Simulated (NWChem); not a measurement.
C4H4F2; SMILES C=C/C(F)=C/F

```xyz
10

C     -0.0470     2.4595     0.0000
C     -0.6895     1.2707     0.0000
C     -0.0155    -0.0138     0.0000
F      1.3309     0.0059     0.0000
C     -0.6638    -1.2056     0.0000
F     -0.0129    -2.3723     0.0000
H      1.0521     2.5080     0.0000
H     -0.6049     3.4065     0.0000
H     -1.7913     1.2281     0.0000
H     -1.7616    -1.2852     0.0000
```
Atoms are numbered in this order, from 1.

All runs: NWChem. Coordinates come from a PBE-D3(BJ)/def2-SVP optimisation. Level: M05-2X/def2-SVP with COSMO at NWChem's default radii, gas-phase geometry; rows give the dielectric constant.

```tsv
dielectric constant	electrostatic solvation energy (kcal/mol)	dipole in solution (D)
1.5	-1.2	2.76
3.9	-2.9	3.00
4.8	-3.1	3.03
25.0	-3.9	3.14
37.5	-4.0	3.15
```
